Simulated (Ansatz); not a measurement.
Reactions of `N[SiH](F)[SiH2]O`.

Computed with Ansatz on PBE0-D4/def2-TZVP structures; ΔE is electronic, products minus reactants. CCSD(T)/CBS adds triple-zeta CCSD(T) − MP2 to the extrapolated MP2 energy (def2 sets, frozen cores). This one scheme is used for every species. def2 core potentials past Kr. For Sb outer-core shells are correlated without core-valence functions, which leaves a few kJ/mol of doubt a bond. Each species was taken in one conformer, which may not be the lowest.

Problem. Order these by ΔE at CCSD(T)/CBS, lowest first. (Best estimate.)
A. `N[SiH](F)[SiH2]O` → `N[SiH](O)F` + `[SiH2]`
B. `N[SiH](F)[SiH2]O` + `C#C[O][SbH2]` → `N[SiH](F)[O][SbH2]` + `C#C[SiH2]O`
C. `N[SiH](F)[SiH2]O` + `CO[SiH2]N[SiH2]F` → `CO[SiH2]N[SiH2]O` + `N[SiH](F)[SiH2]F`
D. `N[SiH](F)[SiH2]O` + CH₃NH₂ → `CN[SiH](N)F` + `O[SiH3]`

Solution. B (-2.85 eV), D (-0.97 eV), C (+0.04 eV), A (+1.92 eV).

Largest T1 diagnostic: 0.015, for `C#C[O][SbH2]`.
